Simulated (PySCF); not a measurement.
These 2 structures share the formula C5H6N2Si. Level of theory: PBE0-D3(BJ)/def2-SVP geometry optimisation, gas phase in PySCF. Energies are electronic, without zero-point or thermal terms, for one conformer each. No frequencies were run at this level. Point groups hold within 0.08 Å.

**Question.** Rank from lowest to highest electronic energy at this level (kcal/mol).
A. `C#Cc1nccn1[SiH3]`
B. `c1ccn(c1C#N)[SiH3]`

**Answer.** B (0.0), A (32.4).

As drawn, the lower has a C≡N group, which the higher lacks; the higher has a C≡C bond, which the lower lacks.

```tsv
SMILES	E (Eh)	E rel (kcal/mol)	dipole (D)	point group	A, B, C (MHz)
N#Cc1cccn1[SiH3]	-592.34926	0.0	4.12	Cs	2162, 1907, 1026
C#Cc1nccn1[SiH3]	-592.29756	32.4	3.59	Cs	2197, 1930, 1040
```

**Question.** How do the relative energies change in single points at PBE0/pcSseg-1 (no added dispersion term) on the same geometries?

**Answer.** 
```tsv
SMILES	PBE0-D3(BJ)/def2-SVP (kcal/mol)	PBE0/pcSseg-1 (kcal/mol)	shift
N#Cc1cccn1[SiH3]	0.0	0.0	0.0
C#Cc1nccn1[SiH3]	32.4	32.4	0.0
```

Each column counts from its own lowest isomer. The order is unchanged; the largest shift is 0.0 kcal/mol.
